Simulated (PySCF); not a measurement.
Electronic structure of Cr¹³⁺ (chromium, charge +13) at the PBE level

Configuration: [Ne] 3s1, 2S determinant. Computed with PySCF 2.14 in an even-tempered Gaussian basis (18 s from 0.81 bohr⁻², ratio 2.5; 11 p from 1.1 bohr⁻², ratio 2.5; 5 d from 4.4 bohr⁻², ratio 2.7; 4 f from 6.6 bohr⁻², ratio 2.7), with the spin-free X2C one-electron Hamiltonian (Gaussian nucleus).

| Property | Result |
| --- | --- |
| Total energy | -977.623 hartree |
| One-electron energy | -1172.739 hartree |
| Hartree (Coulomb) energy | 233.327 hartree |
| Exchange-correlation energy | -38.211 hartree |
| ⟨S²⟩ | 0.7500 |
| ⟨L²⟩ | 0.000 |
| Sum of ⟨r⟩ | 2.986 bohr |
| Sum of ⟨r²⟩ | 1.325 bohr² |

```json
{"shell": "1s α", "electrons": "1", "mean orbital energy (eV)": "-6266.2", "rms radius, mean of both spins (bohr)": "0.0734"}
{"shell": "1s β", "electrons": "1", "mean orbital energy (eV)": "-6265.5", "rms radius, mean of both spins (bohr)": "0.0734"}
{"shell": "2s α", "electrons": "1", "mean orbital energy (eV)": "-1034.5", "rms radius, mean of both spins (bohr)": "0.314"}
{"shell": "2s β", "electrons": "1", "mean orbital energy (eV)": "-1033.4", "rms radius, mean of both spins (bohr)": "0.314"}
{"shell": "2p α", "electrons": "3", "mean orbital energy (eV)": "-931.34", "rms radius, mean of both spins (bohr)": "0.283"}
{"shell": "2p β", "electrons": "3", "mean orbital energy (eV)": "-930.33", "rms radius, mean of both spins (bohr)": "0.283"}
{"shell": "3s α", "electrons": "1", "mean orbital energy (eV)": "-372.49", "rms radius, mean of both spins (bohr)": "0.799"}
```

Densities and radii are taken from the X2C orbitals without a picture-change correction, which distorts them close to the nucleus.
